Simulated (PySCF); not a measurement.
Ge(Me)(OH)3 (CH6GeO3), SMILES [OH][Ge]([CH3])([OH])[OH].

The structure is a stationary point at PBE-D3(BJ)/def2-SVP. Other conformers were not sampled.

Method: PBE-D3(BJ)/def2-SVP (PySCF).

Frequencies are harmonic and unscaled.

Modes within 1.5 cm⁻¹ of each other (mostly degenerate sets) share a row, with their intensities summed.

```
mode   ν (cm⁻¹)  IR (km/mol)  moving atoms (share of kinetic energy)
-----  --------  -----------  --------------------------------------
1            76          0.4                                  H 98 %
2–3         102         68.4                  O 54 %, H 35 %, C 11 %
4–5         200         35.1         O 33 %, H 30 %, Ge 21 %, C 17 %
6           239         72.7                  O 65 %, Ge 21 %, H 9 %
7–8         243         48.7                          H 63 %, O 33 %
9           333         91.5                                  H 97 %
10          596          5.6                  C 56 %, O 20 %, H 18 %
11          675         81.4                         O 72 %, Ge 16 %
12–13       686        196.0                         O 76 %, Ge 20 %
14–15       774         20.9                          H 79 %, C 18 %
16          877          0.8                                  H 89 %
17–18       883        321.4                           H 87 %, O 9 %
19         1207         11.5                          H 79 %, C 20 %
20–21      1379          7.9                                  H 96 %
22         2998          0.6                                  H 97 %
23–24      3113          0.8                          H 90 %, C 10 %
25–27      3719        170.4                                  H 94 %
```
